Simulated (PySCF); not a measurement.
**Hf³²⁺: ionisation energy**

Hf³²⁺ [Kr] 4d4 [4d3/2^4, M_J = 0] → Hf³³⁺ [Kr] 4d3 [4d3/2^3, M_J = 3/2], as a difference of total energies. Calculation: PySCF 2.14, in an even-tempered Gaussian basis (17 s from 3.1 bohr⁻², ratio 2.8; 14 p from 4.1 bohr⁻², ratio 2.8; 9 d from 4.1 bohr⁻², ratio 2.8; 3 f from 16 bohr⁻², ratio 3); the two-component X2C-1e Hamiltonian. Correlated levels: [Ar] 3d10 frozen; the 92 highest virtual spinors dropped. "Screened" scales the spin-orbit matrix elements by Boettger's factors to mimic the two-electron term; Breit and QED terms are absent.

| method | ionisation energy (eV) |
| --- | --- |
| GHF (spin-free) | 1305.5 |
| GMP2 (spin-free) | 1305.7 |
| GHF (screened spin-orbit) | 1311.2 |
| GMP2 (screened spin-orbit) | 1311.8 |

Breit and QED terms and the two-electron picture change are absent.

The spin-free rows relax to the high-spin LS determinant and lack the spin-orbit shift.

The labels give the starting determinants; with spin-orbit coupling the two ends relaxed to ⟨J²⟩ = 0.00, ⟨L²⟩ = 2.47, ⟨S²⟩ = 2.47 and ⟨J²⟩ = 3.81, ⟨L²⟩ = 8.08, ⟨S²⟩ = 2.20.

For comparison: 1311 ± 4 eV (theoretical estimate listed by NIST; NIST Atomic Spectra Database, ionization energies).
